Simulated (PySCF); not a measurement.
# A survey of ³³S NMR shifts

- GFN2-xTB structure
- NMR shieldings at PBE0/pcSseg-1/GIAO
- code: PySCF 2.14.0 with density-fitted response routines
- one averaged value for each set of equivalent atoms, no solvent model, non-relativistic Hamiltonian, single conformer

Shieldings were converted by a linear fit to measured shifts: ³³S (scatter 33.3 ppm rms vs sulfate, solution or neat liquid). A few per cent of atoms miss by over 2 rms, more outside the fitted compound classes.

Task: Give the ³³S shifts of `CC[P@@](=S)(CO)C(F)(F)F`, `CCNC(=S)[C@@H]1CC[SiH2]1`.

Result: 
```
                compound         environment  δ (ppm)
 CC[P@@](=S)(CO)C(F)(F)F  sulfur bonded to P     -618
CCNC(=S)[C@@H]1CC[SiH2]1       thione sulfur     -113
```

Task: Order these by ³³S shift, lowest first.
A. Cc1ccsc1
B. C=C(C)C1(N[SiH2]S)CC1
C. CS[SiH2]/C=C\[SiH3]
D. C/C=C/[SiH2]S[SiH3]
E. CC[C@H](S)C(C)C

Result: D (-612 ppm, sulfur bonded to 2 Si), B (-570 ppm, sulfur bonded to Si, H), C (-501 ppm, sulfur bonded to C, Si), E (-386 ppm, thiol sulfur), A (-110 ppm, aromatic ring sulfur).
